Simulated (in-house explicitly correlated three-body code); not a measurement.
Results of a calculation; reference values are marked as such.
## Two electrons around a charge Z: functional-driven and density-driven errors

The exact non-relativistic ground state comes from a variational code in 260 exponentially correlated functions, the Kohn-Sham parts from inverting its density (past Z = 6 the correlation energy is taken as exact minus Hartree-Fock, equal to within microhartrees), and self-consistent runs (Hartree-Fock is restricted) from a B-spline radial code. Z may be fractional; the second electron is bound down to Z = 0.911.

The total error of a self-consistent run is the error on the exact density (functional-driven) plus the energy gained by relaxing to the functional's own density (density-driven, never positive). «Unbound» marks a run whose level isn't bound or that didn't converge.

```tsv
Z	TPSS functional (mEh)	TPSS density (mEh)	RPBE functional (mEh)	RPBE density (mEh)	revTPSS functional (mEh)	revTPSS density (mEh)
1.3	-4.15	-0.27	-6.77	-0.85	-6.88	-0.18
1.7	-5.24	-0.24	-6.42	-0.98	-7.84	-0.14
2.28	-5.96	-0.27	-5.42	-1.12	-8.36	-0.16
2.86	-6.33	-0.29	-4.17	-1.20	-8.55	-0.18
3.8	-6.61	-0.32	-1.90	-1.29	-8.63	-0.20
5.2	?	?	?	?	?	?
6.5	?	?	?	?	?	?
8.6	-6.79	-0.36	+10.68	-1.46	-8.36	-0.24
```

Q: What belongs in the row Z = 6.5?

A: TPSS functional (mEh): -6.81; TPSS density (mEh): -0.35; RPBE functional (mEh): +5.11; RPBE density (mEh): -1.41; revTPSS functional (mEh): -8.51; revTPSS density (mEh): -0.23.

Q: What belongs in the row Z = 5.2?

A: TPSS functional (mEh): -6.77; TPSS density (mEh): -0.34; RPBE functional (mEh): +1.69; RPBE density (mEh): -1.37; revTPSS functional (mEh): -8.59; revTPSS density (mEh): -0.22.

Q: Which part of the error is larger?

A: TPSS: functional-driven -6.79, density-driven -0.36 mEh at Z = 8.6; RPBE: functional-driven +10.68, density-driven -1.46 mEh at Z = 8.6; revTPSS: functional-driven -8.36, density-driven -0.24 mEh at Z = 8.6. The density-driven part is second order in the error of the density, so it stays small unless the second electron is loosely bound.
